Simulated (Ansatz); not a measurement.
C$_{2}$H$_{4}$BN (`C#CBN`) at its PBE0-D4/def2-TZVP geometry, where that method's forces vanish. The species carries charge 0 and has multiplicity 1.

```
atom   x (Å)   y (Å)   z (Å)
  C1  -0.867  -1.677  -1.095
  C2  -0.306  -0.689  -0.689
  B3   0.416   0.569  -0.211
  N4   0.375   0.935   1.127
  H5  -1.362  -2.549  -1.455
  H6   1.025   1.251  -0.982
  H7   0.837   1.755   1.480
  H8  -0.118   0.406   1.825
```

(1) For each bond, give half the difference of the two atoms' forces along it (eV/Å; positive pushes the atoms apart) under PBE-D4, r2SCAN-D4, B3LYP-D4, ωB97M-V in def2-TZVPP. (Estimate.)

Results:

(1) Computed: 
| bond | length (Å) | PBE-D4 | r2SCAN-D4 | B3LYP-D4 | ωB97M-V |
| --- | --- | --- | --- | --- | --- |
| C1–C2 | 1.207 | 1.05 | 0.41 | 0.03 | -0.36 |
| C1–H5 | 1.065 | -0.37 | -0.23 | -0.10 | 0.06 |
| C2–B3 | 1.527 | -0.72 | -0.29 | 0.00 | 0.39 |
| B3–N4 | 1.388 | 0.18 | 0.18 | 0.14 | 0.06 |
| B3–H6 | 1.196 | 0.04 | -0.05 | -0.14 | -0.22 |
| N4–H7 | 1.005 | 0.17 | -0.04 | -0.03 | -0.05 |
| N4–H8 | 1.006 | 0.19 | -0.02 | -0.01 | -0.05 |

B3LYP here is the variant with VWN-RPA as its local correlation; programs differ in this.
